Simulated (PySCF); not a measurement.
How methods differ on the fine-structure interval of Pt⁶¹⁺

Pt⁶¹⁺ [Ne] 3s2 3p5 [3p1/2^2 3p3/2^3, M_J = 3/2] → Pt⁶¹⁺ [Ne] 3s2 3p5 [3p1/2^1 3p3/2^4, M_J = 1/2], as a difference of total energies. Calculation: PySCF 2.14, in an even-tempered Gaussian basis (18 s from 19 bohr⁻², ratio 2.4; 14 p from 25 bohr⁻², ratio 2.4; 4 d from 90 bohr⁻², ratio 2.6; 4 f from 140 bohr⁻², ratio 2.6); the two-component X2C-1e Hamiltonian. Correlated levels: 1s2 frozen; the 48 highest virtual spinors dropped. "Screened" scales the spin-orbit matrix elements by Boettger's factors to mimic the two-electron term; Breit and QED terms are absent.

```csv
method,fine-structure interval (cm⁻¹)
GHF (screened spin-orbit),3669100
GMP2 (screened spin-orbit),3669700
GHF (bare spin-orbit),3778000
```
